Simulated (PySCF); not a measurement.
Cl₄Te, charge -1, doublet, at a GFN2-xTB geometry (a state made from the parent by changing its charge; the spin is typed, not shown lowest) (core potentials on Te). Base run: DF-SVWN5/def2-SVP (PySCF).

The PySCF input:
```python
from pyscf import gto, scf, dft

mol = gto.Mole()
mol.atom = '''
    Te    0.000243   -0.005206    0.196833
    Cl    1.523600   -1.933543   -0.203646
    Cl    1.938064    1.527298   -0.112629
    Cl   -1.523972    1.941505   -0.097392
    Cl   -1.938436   -1.519337   -0.188409
'''
mol.basis = 'def2-svp'
mol.ecp = {'Te': 'def2-svp'}
mol.charge = -1
mol.spin = 1
mol.verbose = 4
mol.build()

mf = dft.UKS(mol)
mf.xc = 'lda,vwn'
mf = mf.density_fit(auxbasis='def2-universal-jkfit')
mf.kernel()
```

Variants of this job, named by their change:

```json
[
 {"change": "base", "ΔE vs base (mEh)": "0.000", "grid points": "97480", "electrons on the grid": "93.00000", "outcome": "converged"},
 {"change": "grids.atom_grid = (99, 590)", "ΔE vs base (mEh)": "0.003", "grid points": "148136", "electrons on the grid": "93.00000", "outcome": "converged"},
 {"change": "grids.level = 2", "ΔE vs base (mEh)": "-0.020", "grid points": "61032", "electrons on the grid": "93.00005", "outcome": "converged"},
 {"change": "grids.level = 5", "ΔE vs base (mEh)": "0.005", "grid points": "219016", "electrons on the grid": "93.00000", "outcome": "converged"},
 {"change": "grids.prune = dft.gen_grid.sg1_prune", "ΔE vs base (mEh)": "-", "grid points": "-", "electrons on the grid": "-", "outcome": "input refused"},
 {"change": "grids.level = 7", "ΔE vs base (mEh)": "0.003", "grid points": "431320", "electrons on the grid": "93.00000", "outcome": "converged"},
 {"change": "grids.prune = dft.gen_grid.treutler_prune", "ΔE vs base (mEh)": "0.000", "grid points": "95768", "electrons on the grid": "93.00000", "outcome": "converged"},
 {"change": "grids.level = 0", "ΔE vs base (mEh)": "156.2", "grid points": "9328", "electrons on the grid": "92.97079", "outcome": "converged"},
 {"change": "grids.level = 1", "ΔE vs base (mEh)": "0.009", "grid points": "33296", "electrons on the grid": "92.99993", "outcome": "converged"},
 {"change": "grids.atom_grid = (150, 974)", "ΔE vs base (mEh)": "0.006", "grid points": "366456", "electrons on the grid": "93.00000", "outcome": "converged"},
 {"change": "grids.level = 4", "ΔE vs base (mEh)": "0.003", "grid points": "146352", "electrons on the grid": "93.00000", "outcome": "converged"}
]
```

Open shells are given as the SCF converged; they aren't shown to be the lowest states, and a large step between rows can be another state.

- grids.prune = dft.gen_grid.sg1_prune: ended with `IndexError: index 52 is out of bounds for axis 0 with size 19`
